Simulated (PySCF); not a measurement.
H₃HfO₃, charge +1, multiplicity 1. Atoms are numbered in the order given.

```xyz
7

Hf     0.0000     0.0000     0.1850
O      1.5374    -0.8876    -0.4340
H      2.2339    -1.2897    -0.9678
O     -1.5374    -0.8876    -0.4340
H     -2.2339    -1.2897    -0.9678
O      0.0000     1.7753    -0.4340
H      0.0000     2.5794    -0.9678
```
Charge +1, spin multiplicity 1.

Coordinates come from a r2SCAN-D4/def2-SVP optimisation. The spin state was assumed, not searched. The isomer is the one that the SMILES or the coordinates give; other isomers of the formula were not compared. The def2 effective core potentials stand for the cores of Hf; spin–orbit coupling is left out. Other conformers were not sampled.

All values below come from r2SCAN-D4/def2-SVP in PySCF.

Frequencies are harmonic and unscaled.

Modes within 1.5 cm⁻¹ of each other (mostly degenerate sets) share a row, with their intensities summed.

Computed vibrational spectrum:
| mode | ν (cm⁻¹) | IR (km/mol) | Raman (Å⁴/amu) | depolarisation | moving atoms (share of kinetic energy) |
|---|---|---|---|---|---|
| 1 | 136 | 0.2 | 1.7 | 0.74 | O 62 %, H 20 %, Hf 17 % |
| 2–3 | 192 | 0.6 | 8.5 | 0.75 | O 79 %, H 15 % |
| 4 | 301 | 0.0 | 0.0 | – | H 88 %, O 12 % |
| 5–6 | 403 | 744.4 | 5.6 | 0.75 | H 84 %, O 16 % |
| 7–8 | 510 | 71.7 | 6.1 | 0.75 | H 87 %, O 13 % |
| 9 | 560 | 398.9 | 1.2 | 0.46 | H 78 %, O 22 % |
| 10–11 | 768 | 267.5 | 6.0 | 0.75 | O 82 %, Hf 12 % |
| 12 | 794 | 23.1 | 24.5 | 0.03 | O 89 % |
| 13–14 | 3886 | 1226.5 | 187.5 | 0.75 | H 94 % |
| 15 | 3898 | 265.3 | 197.4 | 0.03 | H 94 % |
